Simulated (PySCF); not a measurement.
SCF from a fresh guess for singlet FeN2, at the PBE0 minimum. PySCF input:

```python
from pyscf import gto, scf, dft
mol = gto.M(atom='''
Fe     0.000000     0.000000    -0.605290
N      0.575190    -0.000000     1.208520
N     -0.575190     0.000000     1.208520''',
    basis={'Fe': 'def2-TZVP', 'N': 'def2-TZVP'},
    charge=0, spin=0)
mf = dft.RKS(mol, xc='PBE')
mf.grids.atom_grid = (50, 194)
aux = {'Fe': 'def2-universal-JKFIT', 'N': 'def2-universal-JKFIT'}
mf = mf.density_fit(auxbasis=aux)
mf.conv_tol = 1e-08
mf.diis_space = 10
mf.max_cycle = 60
mf.init_guess = 'minao'
mf.verbose = 4
mf.kernel()
```

Excerpt of the output (cycles and frontier levels); where DIIS stalls, ADIIS, DIIS with a small level shift and a second-order solver take over in turn:

```
init E= -1372.32089971725
  HOMO = 0.150185085961175  LUMO = 0.159013878244502  gap/eV = 0.24024
cycle= 1 E= -1358.44635671861  delta_E= 13.9  |g|= 6.74  |ddm|= 13.7
  HOMO = -1.55240997683713  LUMO = -1.00663589619478  gap/eV = 14.85127
cycle= 2 E= -1305.54740691294  delta_E= 52.9  |g|= 16.7  |ddm|= 19.1
  HOMO = -0.685768219010185  LUMO = -0.639003630690787  gap/eV = 1.27253
cycle= 3 E= -1340.52066687579  delta_E=  -35  |g|= 14.1  |ddm|= 9.85
  HOMO = -0.640655090138541  LUMO = -0.603216108704199  gap/eV = 1.01877
cycle= 4 E= -1338.64703601696  delta_E= 1.87  |g|= 14.1  |ddm|= 1.92
  HOMO = -0.652788350044646  LUMO = -0.622441699132883  gap/eV = 0.82577
cycle= 5 E= -1339.1398625767  delta_E= -0.493  |g|= 14.2  |ddm|= 0.54
  HOMO = -0.607601116169401  LUMO = -0.602350278056906  gap/eV = 0.14288
cycle= 6 E= -1350.37009929575  delta_E= -11.2  |g|= 12.4  |ddm|= 3.56
  HOMO = -0.544374292897467  LUMO = -0.530378559198238  gap/eV = 0.38084
... 95 lines left out ...
cycle= 56 E= -1372.7840085891  delta_E= -0.0158  |g|= 0.229  |ddm|= 0.606
  HOMO = -0.148867588024193  LUMO = -0.144251575551403  gap/eV = 0.12561
cycle= 57 E= -1372.77500321903  delta_E= 0.00901  |g|= 0.316  |ddm|= 1.64
  HOMO = -0.152294447005858  LUMO = -0.150163977660493  gap/eV = 0.05797
cycle= 58 E= -1372.77920684776  delta_E= -0.0042  |g|= 0.305  |ddm|= 0.381
  HOMO = -0.152423762821555  LUMO = -0.150181008007489  gap/eV = 0.06103
cycle= 59 E= -1372.78081561917  delta_E= -0.00161  |g|= 0.26  |ddm|= 0.283
  HOMO = -0.152539526903854  LUMO = -0.150927006882629  gap/eV = 0.04388
cycle= 60 E= -1372.78323685865  delta_E= -0.00242  |g|= 0.255  |ddm|= 0.253
SCF not converged.
init E= -1372.32089971725
  HOMO = 0.15018508596117  LUMO = 0.159013878244512  gap/eV = 0.24024
cycle= 1 E= -1358.44635671861  delta_E= 13.9  |g|= 6.74  |ddm|= 13.7
  HOMO = -1.55240997683727  LUMO = -1.00663589619488  gap/eV = 14.85127
cycle= 2 E= -1305.54740691293  delta_E= 52.9  |g|= 16.7  |ddm|= 19.1
  HOMO = -0.723662698299641  LUMO = -0.605238238266239  gap/eV = 3.22249
cycle= 3 E= -1362.74640724264  delta_E= -57.2  |g|= 8.29  |ddm|= 13.1
  HOMO = -0.246188888544424  LUMO = -0.241342973409726  gap/eV = 0.13186
cycle= 4 E= -1372.68049448462  delta_E= -9.93  |g|= 0.809  |ddm|= 3.03
  HOMO = -0.135924470175508  LUMO = -0.0769692195946482  gap/eV = 1.60425
cycle= 5 E= -1369.40599761029  delta_E= 3.27  |g|= 3.65  |ddm|= 2.93
  HOMO = -0.186204334702362  LUMO = -0.169278753866866  gap/eV = 0.46057
cycle= 6 E= -1372.49422480174  delta_E= -3.09  |g|= 1.63  |ddm|= 2.14
  HOMO = -0.0796104902892895  LUMO = -0.0707813576977175  gap/eV = 0.24025
... 13 lines left out ...
  HOMO = -0.129872511401071  LUMO = -0.125140439003841  gap/eV = 0.12877
cycle= 15 E= -1372.56647724645  delta_E= 0.222  |g|= 1.25  |ddm|= 1.78
  HOMO = -0.146900238869761  LUMO = -0.145312427159606  gap/eV = 0.04321
cycle= 16 E= -1372.76573460467  delta_E= -0.199  |g|= 0.397  |ddm|= 0.509
cycle= 17 E= -1372.78445954546  delta_E= -0.0187  |g|= 0.225  |ddm|= 0.208
cycle= 18 E= -1372.78286580637  delta_E= 0.00159  |g|= 0.307  |ddm|= 1.64
  HOMO = -0.154824315034671  LUMO = -0.15370089035389  gap/eV = 0.03057
cycle= 19 E= -1372.77940509049  delta_E= 0.00346  |g|= 0.279  |ddm|= 0.832
cycle= 20 E= -1372.76546228262  delta_E= 0.0139  |g|= 0.376  |ddm|= 1.67
SCF not converged.
init E= -1372.76546228262
  HOMO = -0.210645492791125  LUMO = -0.19764498955498  gap/eV = 0.35376
cycle= 1 E= -1372.55548592069  delta_E= 0.21  |g|= 1.46  |ddm|= 0.717
  HOMO = 0.167772005418172  LUMO = 0.203556215011219  gap/eV = 0.97374
cycle= 2 E= -1362.11842039716  delta_E= 10.4  |g|= 6.61  |ddm|= 8.04
  HOMO = -0.141747120356322  LUMO = -0.137458060405933  gap/eV = 0.11671
cycle= 3 E= -1372.74567937521  delta_E= -10.6  |g|= 0.486  |ddm|= 7.85
  HOMO = -0.138883174464725  LUMO = -0.101892382435594  gap/eV = 1.00657
cycle= 4 E= -1372.78303437716  delta_E= -0.0374  |g|= 0.214  |ddm|= 0.509
  HOMO = -0.112469753887469  LUMO = -0.0790490743011816  gap/eV = 0.90942
cycle= 5 E= -1372.78904417876  delta_E= -0.00601  |g|= 0.222  |ddm|= 0.338
  HOMO = -0.126390762810031  LUMO = -0.0807637715955352  gap/eV = 1.24157
cycle= 6 E= -1372.79027725936  delta_E= -0.00123  |g|= 0.235  |ddm|= 0.213
  HOMO = -0.123701086856856  LUMO = -0.0762718950962586  gap/eV = 1.29061
... 39 lines left out ...
  HOMO = -0.12409076847796  LUMO = -0.0639902758769644  gap/eV = 1.63542
cycle= 27 E= -1372.79627821854  delta_E= -0.000281  |g|= 0.0153  |ddm|= 0.0541
  HOMO = -0.12465806722876  LUMO = -0.0643875045519664  gap/eV = 1.64005
cycle= 28 E= -1372.79638172492  delta_E= -0.000104  |g|= 0.00653  |ddm|= 0.0337
  HOMO = -0.124436799561814  LUMO = -0.0643316512112335  gap/eV = 1.63554
cycle= 29 E= -1372.79641469985  delta_E= -3.3e-05  |g|= 0.00776  |ddm|= 0.0252
  HOMO = -0.124702944687519  LUMO = -0.0646191253399202  gap/eV = 1.63496
cycle= 30 E= -1372.79642376557  delta_E= -9.07e-06  |g|= 0.0109  |ddm|= 0.0171
SCF not converged.
  HOMO = -0.137562412138324  LUMO = -0.128651693188726  gap/eV = 0.24247
macro= 0  E= -1372.79645988461  delta_E= -3.6119e-05  |g|= 0.000722734  2 KF 14 JK
macro= 1  E= -1372.79645993464  delta_E= -5.00329e-08  |g|= 6.55898e-05  2 KF 8 JK
macro= 2  E= -1372.79645993465  delta_E= -9.09495e-13  |g|= 2.9907e-05  1 KF 2 JK
macro X = 3  E=-1372.79645993465  |g|= 2.9907e-05  total 6 KF 28 JK
converged SCF energy = -1372.79645993465
```

No lower solution of this spin was found by a stability analysis within the restricted form, which does not test spin polarisation.

Stability towards spin polarisation was not tested.

The search for the lowest solution, with the stability check, took 56 s on 4 threads of a shared Intel Xeon @ 2.50GHz (Skylake/Cascade Lake) host, with 107 basis functions; the process peaked at 0.3 GiB. Launch command: `OMP_NUM_THREADS=4 python axn.py task.json out`.
